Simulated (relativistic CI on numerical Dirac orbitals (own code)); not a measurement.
Computed by Dirac equation for one electron, model QED (radiative potential, 1s self-energy scaled to tabulated hydrogen-like ionisation energies) (own radial code, finite nucleus).

CI space: 1s, 2s, 2p, 3s, 3p, 3d, 4s, 4p, 4d, 4f, 5s, 5p, 5d, 5f, 5g, 6s, 6p, 6d. Levels of other configurations are missing.

Outline of the computed level scheme of Li III. Lowest level of each configuration: 1s ²S1/2 at 0.000 eV; 2p ²P°1/2 at 91.839 eV; 2s ²S1/2 at 91.840 eV; 3p ²P°1/2 at 108.848 eV; 3s ²S1/2 at 108.848 eV; 3d ²D3/2 at 108.849 eV; 4p ²P°1/2 at 114.801 eV; 4s ²S1/2 at 114.801 eV; 4d ²D3/2 at 114.801 eV.

Some strong electric-dipole decays among the lowest 14 levels: 2p ²P°1/2 → 1s ²S1/2 (5.1e+10 s⁻¹); 2p ²P°3/2 → 1s ²S1/2 (5.1e+10 s⁻¹); 3p ²P°3/2 → 1s ²S1/2 (1.4e+10 s⁻¹); 3p ²P°1/2 → 1s ²S1/2 (1.4e+10 s⁻¹); 4p ²P°3/2 → 1s ²S1/2 (5.5e+09 s⁻¹); 4p ²P°1/2 → 1s ²S1/2 (5.5e+09 s⁻¹); 3d ²D5/2 → 2p ²P°3/2 (5.2e+09 s⁻¹); 3d ²D3/2 → 2p ²P°1/2 (4.4e+09 s⁻¹).

Rates of lines that live on the mixing of spin multiplicities can be off by large factors.
